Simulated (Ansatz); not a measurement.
Reaction (substitution at a C–Si bond): `CC[SiH](F)[AlH2]` + `[SiH3]NP` → `CCN([SiH3])P` + `F[SiH2][AlH2]`

Isolated molecules relaxed with PBE0-D4/def2-TZVP in Ansatz; ΔE leaves out vibrations. CCSD(T)/CBS adds triple-zeta CCSD(T) − MP2 to the extrapolated MP2 energy (def2 sets, frozen cores). Functionals use def2-TZVPP. Each species was taken in one conformer, which may not be the lowest.

`CC[SiH](F)[AlH2]`:

Z-matrix (Å, degrees):
```
C
C 1 1.527
H 1 1.092 2 111.2
H 1 1.093 2 111.5 3 -120.2
H 1 1.093 2 111.2 3 119.7
Si 2 1.875 1 113.6 3 -59.6
H 2 1.097 1 110.7 3 179.9
H 2 1.096 1 110.4 3 63.0
Al 6 2.473 2 114.3 1 -179.6
F 6 1.618 2 107.8 1 57.4
H 6 1.498 2 107.6 1 -56.1
H 9 1.589 6 122.6 2 -122.4
H 9 1.592 6 118.7 2 57.7
```

`[SiH3]NP`:

```xyz
9

Si   -1.041    0.515    0.177
N     0.650    0.538   -0.172
P     1.681   -0.814   -0.287
H    -1.778   -0.277   -0.843
H    -1.528    1.919    0.177
H    -1.296   -0.109    1.503
H     1.114    1.417   -0.328
H     0.895   -1.665   -1.118
H     1.304   -1.524    0.891
```

`CCN([SiH3])P`:

```xyz
15

C    -1.037    1.266   -0.773
C     0.346    0.856   -0.302
N     0.425   -0.533    0.148
Si    0.297   -0.850    1.846
P     0.547   -1.810   -0.966
H    -1.036    2.308   -1.101
H    -1.769    1.162    0.031
H    -1.365    0.651   -1.614
H     0.660    1.507    0.523
H     1.077    1.004   -1.105
H     0.534   -2.295    2.071
H    -1.040   -0.474    2.386
H     1.303   -0.029    2.576
H    -0.493   -1.488   -1.890
H     1.551   -1.274   -1.829
```

`F[SiH2][AlH2]`:

Cartesian coordinates in Å:
```
F -1.575 -1.275 0.881
Si -0.130 -0.559 0.866
Al 0.198 0.775 -1.184
H -0.043 0.273 2.102
H 0.892 -1.638 1.007
H -0.915 0.869 -2.311
H 1.572 1.555 -1.361
```

| level | ΔE (eV) |
| --- | --- |
| PBE-D4 | 0.64 |
| r2SCAN-D4 | 0.68 |
| ωB97X-V | 0.63 |
| ωB97M-V | 0.66 |
| PBE | 0.68 |
| SCS-MP2/def2-TZVPP | 0.61 |
| MP2/def2-QZVPP | 0.64 |
| HF/CBS(def2) | 0.67 |

Q: What does CCSD(T)/CBS give? (Estimate.)

A: Ansatz gave: +0.64 eV. The listed levels differ from it by 0.00, 0.04, -0.01, 0.02, 0.04, -0.03, 0.00, 0.03 eV.

Largest T1 diagnostic among the species: 0.012.

The D4 term adds −0.07 eV with B3LYP and −0.04 eV with PBE0; it sums over pairs of atoms, weighted by their polarisabilities, and B3LYP, whose exchange is more repulsive, gets the larger term. In def2-TZVPP, CCSD(T) changes the Hartree–Fock value by −0.06 eV (the triples alone add −0.02 eV) and MP2 by −0.05 eV.

B3LYP here is the variant with VWN-RPA as its local correlation; programs differ in this.
